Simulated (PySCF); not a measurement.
## Simulated characterisation data

- GIAO PBE0/pcSseg-1 shieldings
- geometry: GFN2-xTB
- run in PySCF 2.14
- rapidly exchanging positions averaged, a single conformation, isolated molecule, relativity neglected

Scale: TMS for ¹H (31.72 ppm) and ¹³C (186.93 ppm) (reference shieldings calculated alike). Splittings of carbon signals by F and P are missing where no couplings were computed. Where no couplings were computed, multiplicities follow the n + 1 count of equivalent neighbours, and m marks all less simple cases (inequivalent or close neighbours, rings, F or P nearby). Shifts are as computed. Against solution values, carbons near 30 ppm lie about +3 ppm off and those near 130 ppm about +5 ppm. Of 1211 compounds with measured shifts, 218 miss one by over three times the rms of a fit or turn the order of signals round; such compounds aren't used in these exercises. OH and NH positions are gas-phase values without hydrogen bonding to other molecules.

**1.** `InChI=1S/C7H11N2P/c1-4-7-9(6(2)3)8-5-10-7/h4-6H,1H2,2-3H3`. ¹H NMR (400 MHz, computed): δ 8.71 (m, 1H), 7.02 (m, 1H), 6.99 (m, 1H), 5.68 (m, 1H), 4.48 (sept, 1H), 1.55 (d, 6H). ¹³C{¹H} NMR (computed): δ 179.5, 166.1, 132.9, 125.3, 53.4, 24.9.

**2.** SMILES FC(P(C=C)N)(F)F, C3H5F3NP. ¹H NMR (400 MHz, computed): δ 6.81 (m, 1H), 6.39 (m, 1H), 6.38 (m, 1H), 1.87 (br s, 2H). ¹³C{¹H} NMR (computed): δ 144.5 (CH), 139.2 (C), 132.7 (CH2).
